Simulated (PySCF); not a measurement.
**How methods differ on the excitation energy of Te⁺**

Te⁺ [Kr] 4d10 5s2 5p3 (4S) → Te⁺ [Kr] 4d10 5s2 5p2 5d1 (high-spin determinant), as a difference of total energies. Calculation: PySCF 2.14, in aug-cc-pwCVTZ-DK3 (10s9p7d4f1g, 109 functions); scalar relativity by spin-free X2C-1e. Correlated levels: valence: [Kr] 4d10 frozen. The calculations carry no spin-orbit coupling.

```csv
method,excitation energy (eV)
UHF,11.199
MP2 (valence),11.072
SCS-MP2 (valence),11.063
CCSD (valence),11.135
CCSD(T) (valence),10.818
```

Problem. How much does correlation contribute at CCSD(T) (valence)?

Solution. 10.818 − (11.199) = -0.381 eV, measured against UHF.

A first-order spin-orbit estimate (lowest level to lowest level, LS coupling) adds -0.408 eV.

The promoted electron is Rydberg-like, and one or two diffuse shells describe it only roughly, which tends to raise the upper state.

The coupled-cluster amplitudes are large for the upper state (T1 above 0.03 or a double amplitude above 0.15), so a single reference is strained.

The determinant of the upper state mixes LS terms, which raises its energy above the lowest term, most at the Hartree-Fock and MP2 levels.
